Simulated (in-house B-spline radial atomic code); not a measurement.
# Mo7+: [Ne] 3s2 (3p1/2)2 (3p3/2)3 3d10 4s2 4p6 (with a hole in an inner shell)

Computed with an all-electron radial atomic-structure program (B-spline basis): Dirac-Hartree-Fock, average of the jj configuration, Fermi nucleus of rms radius 4.4091 fm.

Z_r = [3n² - l(l+1)]/(2<r>); Z_e = n√(-2ε); the last column is Slater's effective charge. Values are occupation-weighted means over j. An effective charge above Z reflects the relativistic contraction of the inner shells.

```csv
shell,electrons,ε (eV),<r> (bohr),Z_r,Z_e,Slater
1s,2,-20264,0.03515,42.67,38.59,41.70
2s,2,-3054.7,0.1529,39.23,29.97,37.85
2p,6,-2740.5,0.1339,37.35,28.38,37.85
3s,2,-652.86,0.4226,31.95,20.78,31.10
3p,5,-551.82,0.4248,29.43,19.11,31.10
3d,10,-376.71,0.4062,25.85,15.79,21.85
4s,2,-184.92,1.035,23.19,14.75,15.10
4p,6,-149.66,1.109,20.74,13.27,15.10
```

The least bound orbital is 4p3/2 at -148.5 eV, and it is also the most diffuse (<r> = 1.115 bohr). The part-filled 3p shell lies below the filled 4p shell in orbital energy.

For the 1s electron the small component carries 2.35 % of the norm, the zero-frequency Breit interaction raises the level by 38.67 eV, self-energy by 21.15 eV, and vacuum polarisation lowers it by 2.444 eV.
